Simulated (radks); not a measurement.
All-electron atom: Mg III in [He] 2s2 2p5.5 3p0.5 (fractional occupations, a model configuration). Calculated with a radial shooting solver on a logarithmic mesh with Libxc functionals: non-relativistic Kohn-Sham, r2SCAN, spin-polarised, spherical densities, point nucleus; open shells are filled with parallel spins first; meta-GGA in the generalised Kohn-Sham scheme.

Normalised radial functions P(r) = r R(r), r in bohr:

| r | 2p up | 2p down |
|---|---|---|
| 0.01492 | 0.0112 | 0.0111 |
| 0.02173 | 0.0228 | 0.0226 |
| 0.0319 | 0.0463 | 0.0460 |
| 0.04684 | 0.0915 | 0.0909 |
| 0.06822 | 0.1718 | 0.1708 |
| 0.1002 | 0.3102 | 0.3084 |
| 0.1459 | 0.5147 | 0.5115 |
| 0.2142 | 0.7838 | 0.7786 |
| 0.3144 | 1.0482 | 1.0416 |
| 0.4579 | 1.1788 | 1.1731 |
| 0.6723 | 1.0633 | 1.0629 |
| 0.9871 | 0.7201 | 0.7254 |
| 1.438 | 0.3398 | 0.3453 |
| 2.111 | 0.0940 | 0.0959 |
| 3.074 | 0.0136 | 0.0132 |
| 4.513 | 0.0007 | 0.0006 |
| 6.626 | 0.0000 | 0.0000 |
| 9.65 | 0.0000 | 0.0000 |

2p up: eigenvalue -77.755 eV, 0 radial nodes, <r> = 0.660 bohr, 90 % of the charge inside 1.11 bohr. 2p down: eigenvalue -75.938 eV, 0 radial nodes, <r> = 0.664 bohr, 90 % of the charge inside 1.12 bohr.
